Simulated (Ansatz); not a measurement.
Steps of a relaxation of C$_{2}$H$_{7}$BSSi (`BSC(=C)[SiH3]`) with RKS PBE-D4/def2-SVP.

```sh
$ ansatz run in.yaml --threads 4 --pin off --events-out ev --progress --plain --max-ram 10444MiB
```

```yaml
crystal:
  periodic: [false, false, false]
  atoms:
    - {symbol: B, position_ang: [-1.479700, 1.663200, 0.085800]}
    - {symbol: S, position_ang: [-0.176200, 1.279900, 1.311800]}
    - {symbol: C, position_ang: [0.179500, -0.276400, 0.499400]}
    - {symbol: C, position_ang: [-0.329800, -1.388900, 0.891800]}
    - {symbol: Si, position_ang: [1.502800, -0.327900, -0.830100]}
    - {symbol: H, position_ang: [-2.638900, 1.374200, 0.270100]}
    - {symbol: H, position_ang: [-1.234100, 2.302400, -0.908400]}
    - {symbol: H, position_ang: [-0.133200, -2.334800, 0.421600]}
    - {symbol: H, position_ang: [-1.147700, -1.358800, 1.723900]}
    - {symbol: H, position_ang: [2.035500, 1.034300, -1.003700]}
    - {symbol: H, position_ang: [0.888100, -0.811400, -2.039400]}
    - {symbol: H, position_ang: [2.610500, -1.211100, -0.388900]}
basis:
  gaussian: {orbitals: def2-SVP}
hamiltonian: {xc: pbe, dispersion: d4}
relax: {f_tol: 0.03, max_steps: 200}
```

Positions (Å) and forces (eV/Å) along the path, 12 of 31 steps:

```xyz
12
step=1 energy=-21554.5866 eV
B    -1.480    1.663    0.086   -0.294    0.244   -0.206
S    -0.176    1.280    1.312    0.149    0.352    0.824
C     0.179   -0.276    0.499    1.943    3.032   -1.500
C    -0.330   -1.389    0.892   -3.887   -2.337    3.100
Si    1.503   -0.328   -0.830    0.373    0.602    0.665
H    -2.639    1.374    0.270   -0.146   -0.208    0.177
H    -1.234    2.302   -0.908    0.232   -0.033   -0.309
H    -0.133   -2.335    0.422    0.361   -0.969   -0.316
H    -1.148   -1.359    1.724    1.175   -0.338   -1.108
H     2.035    1.034   -1.004    0.218    0.448   -0.214
H     0.888   -0.811   -2.039   -0.370   -0.479   -1.147
H     2.611   -1.211   -0.389    0.244   -0.316    0.035
12
step=3 energy=-21555.0577 eV
B    -1.410    1.589    0.100   -0.107   -0.038   -0.159
S    -0.177    1.310    1.456   -0.146    0.059    0.183
C     0.173   -0.216    0.545   -0.213   -0.441   -0.119
C    -0.449   -1.369    0.942    0.307   -0.441   -0.927
Si    1.485   -0.223   -0.841    0.049   -0.061   -0.081
H    -2.600    1.375    0.336    0.313    0.208   -0.047
H    -1.052    1.999   -1.014   -0.014   -0.456    0.354
H    -0.211   -2.367    0.429   -0.181    1.078    0.605
H    -1.229   -1.380    1.723    0.091    0.024    0.057
H     2.042    1.150   -1.087   -0.071   -0.034    0.065
H     0.911   -0.767   -2.126   -0.020    0.032    0.061
H     2.595   -1.158   -0.428   -0.006    0.071    0.009
12
step=4 energy=-21555.1705 eV
B    -1.391    1.548    0.114    0.018   -0.104   -0.105
S    -0.182    1.301    1.499   -0.196    0.052   -0.119
C     0.162   -0.197    0.534   -0.232   -0.350    0.003
C    -0.481   -1.345    0.910    0.488   -0.307   -0.669
Si    1.481   -0.203   -0.846   -0.032   -0.029   -0.113
H    -2.593    1.434    0.364    0.350    0.218   -0.091
H    -0.991    1.814   -1.034   -0.099   -0.374    0.496
H    -0.238   -2.331    0.406   -0.177    0.750    0.380
H    -1.218   -1.369    1.727   -0.056    0.051    0.047
H     2.028    1.176   -1.083   -0.060   -0.040    0.045
H     0.905   -0.752   -2.132    0.026    0.052    0.116
H     2.596   -1.130   -0.425   -0.030    0.082    0.008
12
step=8 energy=-21555.5082 eV
B    -1.496    1.571    0.181   -0.179    0.057   -0.109
S    -0.233    1.262    1.439   -0.314   -0.180   -0.312
C     0.236   -0.246    0.532    0.132   -0.234    0.023
C    -0.450   -1.373    0.835    0.101    0.221    0.046
Si    1.565   -0.206   -0.832   -0.034    0.036    0.126
H    -2.593    2.031    0.506    0.469    0.139   -0.152
H    -1.218    1.231   -0.976   -0.291    0.108    0.425
H    -0.257   -2.320    0.305    0.052   -0.056    0.025
H    -1.233   -1.366    1.615    0.032   -0.095   -0.041
H     2.029    1.199   -1.073   -0.008    0.007    0.009
H     1.002   -0.780   -2.101    0.002   -0.019   -0.015
H     2.726   -1.058   -0.396    0.037    0.017   -0.025
12
step=10 energy=-21555.7163 eV
B    -1.532    1.721    0.150   -0.457   -0.771   -0.141
S    -0.361    1.177    1.382    0.007    0.120   -0.161
C     0.255   -0.313    0.533   -0.125    0.184    0.013
C    -0.391   -1.455    0.839   -0.004   -0.156    0.040
Si    1.593   -0.219   -0.809    0.007    0.017    0.001
H    -2.489    2.410    0.487    0.509    0.242   -0.111
H    -1.482    1.130   -0.935   -0.068    0.457    0.302
H    -0.149   -2.407    0.337    0.065   -0.021    0.062
H    -1.206   -1.465    1.585    0.045   -0.088   -0.048
H     2.021    1.200   -1.043   -0.018   -0.001    0.038
H     1.034   -0.788   -2.084    0.019    0.004   -0.008
H     2.784   -1.046   -0.408    0.019    0.012    0.012
12
step=13 energy=-21555.8843 eV rejected
B    -1.585    1.789    0.055   -0.005    0.079   -0.145
S    -0.476    1.103    1.252   -0.283   -0.126    0.101
C     0.142   -0.424    0.503    0.253    0.286   -0.319
C    -0.295   -1.621    0.928   -0.044   -0.114    0.187
Si    1.509   -0.232   -0.809   -0.006    0.076    0.026
H    -2.205    2.772    0.383    0.052    0.149    0.206
H    -1.731    1.348   -1.060    0.066   -0.243   -0.058
H     0.135   -2.548    0.517   -0.011   -0.085   -0.049
H    -1.067   -1.734    1.705   -0.055    0.020    0.042
H     1.917    1.210   -0.833    0.065    0.013   -0.035
H     1.049   -0.631   -2.189   -0.040   -0.021    0.091
H     2.684   -1.087   -0.419    0.008   -0.034   -0.047
12
step=17 energy=-21555.9324 eV
B    -1.507    1.825   -0.083    0.251   -0.233    0.044
S    -0.704    0.982    1.277   -0.310    0.024   -0.370
C     0.078   -0.481    0.561    0.104   -0.151   -0.065
C    -0.199   -1.713    1.049    0.013    0.049   -0.091
Si    1.385   -0.175   -0.792    0.037    0.012   -0.168
H    -2.051    2.850    0.235   -0.132    0.162    0.118
H    -1.513    1.439   -1.242    0.125   -0.079    0.247
H     0.323   -2.608    0.652   -0.071    0.186    0.075
H    -0.961   -1.897    1.830    0.091    0.087   -0.034
H     1.887    1.248   -0.663   -0.036   -0.238   -0.040
H     0.810   -0.372   -2.192    0.100    0.053    0.343
H     2.528   -1.155   -0.597   -0.172    0.127   -0.060
12
step=20 energy=-21556.0102 eV
B    -1.410    1.870   -0.137    0.096   -0.178    0.005
S    -1.014    0.818    1.251    0.128    0.024   -0.430
C     0.021   -0.512    0.581   -0.246   -0.088    0.129
C    -0.112   -1.747    1.122   -0.015    0.106   -0.089
Si    1.261   -0.152   -0.808    0.022   -0.009    0.066
H    -2.084    2.841    0.155    0.034   -0.093   -0.071
H    -1.048    1.612   -1.285   -0.061    0.113    0.406
H     0.492   -2.596    0.757    0.051    0.077    0.056
H    -0.847   -1.969    1.916    0.021    0.035    0.001
H     1.833    1.224   -0.646    0.021    0.035    0.011
H     0.632   -0.265   -2.162   -0.063    0.009   -0.087
H     2.354   -1.179   -0.711    0.012   -0.030    0.002
12
step=25 energy=-21556.0705 eV
B    -1.370    1.918   -0.169   -0.009   -0.024    0.127
S    -1.360    0.588    1.003    0.065    0.065   -0.116
C    -0.077   -0.572    0.526   -0.040   -0.069    0.007
C    -0.018   -1.738    1.212    0.054    0.044   -0.073
Si    1.165   -0.191   -0.855   -0.008    0.022   -0.009
H    -2.188    2.776    0.093    0.008   -0.018   -0.070
H    -0.630    1.977   -1.130   -0.027   -0.032    0.075
H     0.755   -2.489    0.977   -0.022    0.021    0.026
H    -0.728   -1.984    2.020   -0.019    0.007    0.017
H     1.873    1.110   -0.592   -0.005   -0.036   -0.013
H     0.497   -0.126   -2.202    0.020   -0.003    0.037
H     2.158   -1.323   -0.848   -0.017    0.023   -0.008
12
step=26 energy=-21556.0723 eV
B    -1.357    1.921   -0.152   -0.095   -0.080   -0.011
S    -1.371    0.574    0.997    0.017    0.045   -0.088
C    -0.085   -0.580    0.512    0.027   -0.012    0.069
C    -0.017   -1.737    1.213    0.059    0.037   -0.047
Si    1.158   -0.188   -0.864   -0.004   -0.010   -0.008
H    -2.200    2.765    0.067    0.039    0.022    0.007
H    -0.601    1.973   -1.098    0.016    0.009    0.055
H     0.767   -2.483    1.001   -0.044    0.016   -0.020
H    -0.729   -1.971    2.022   -0.012   -0.013    0.028
H     1.874    1.106   -0.591   -0.011   -0.035   -0.009
H     0.492   -0.110   -2.212    0.023   -0.005    0.040
H     2.145   -1.325   -0.862   -0.016    0.024   -0.016
12
step=27 energy=-21556.0745 eV
B    -1.366    1.915   -0.157   -0.007   -0.006    0.005
S    -1.384    0.566    0.986    0.002    0.010   -0.045
C    -0.085   -0.578    0.515    0.025   -0.007    0.047
C    -0.010   -1.731    1.220    0.004   -0.003   -0.056
Si    1.157   -0.189   -0.864    0.000   -0.007   -0.020
H    -2.206    2.762    0.058    0.005    0.003   -0.005
H    -0.583    1.983   -1.080   -0.007   -0.002    0.025
H     0.768   -2.481    1.001   -0.014    0.029    0.005
H    -0.724   -1.968    2.028    0.004   -0.006    0.022
H     1.885    1.098   -0.590   -0.010   -0.021   -0.003
H     0.487   -0.101   -2.208    0.012   -0.001    0.025
H     2.138   -1.331   -0.875   -0.014    0.013   -0.001
12
step=31 energy=-21556.0762 eV
B    -1.364    1.920   -0.152    0.006    0.001   -0.010
S    -1.442    0.524    0.929    0.007   -0.010   -0.005
C    -0.094   -0.582    0.508   -0.013    0.012    0.007
C     0.004   -1.722    1.231   -0.004   -0.002    0.009
Si    1.144   -0.197   -0.874    0.003   -0.001    0.004
H    -2.229    2.749    0.029    0.005   -0.008    0.004
H    -0.512    2.035   -1.006   -0.007    0.003    0.005
H     0.807   -2.450    1.033   -0.002    0.001   -0.003
H    -0.707   -1.966    2.041    0.003    0.002   -0.004
H     1.899    1.072   -0.597    0.002    0.003    0.001
H     0.463   -0.086   -2.208   -0.004    0.000   -0.007
H     2.106   -1.353   -0.900    0.003   -0.003   -0.002
```

Run time 46 s (4 threads of an Arm Neoverse V1 on a shared host); peak host memory 0.16 GiB.
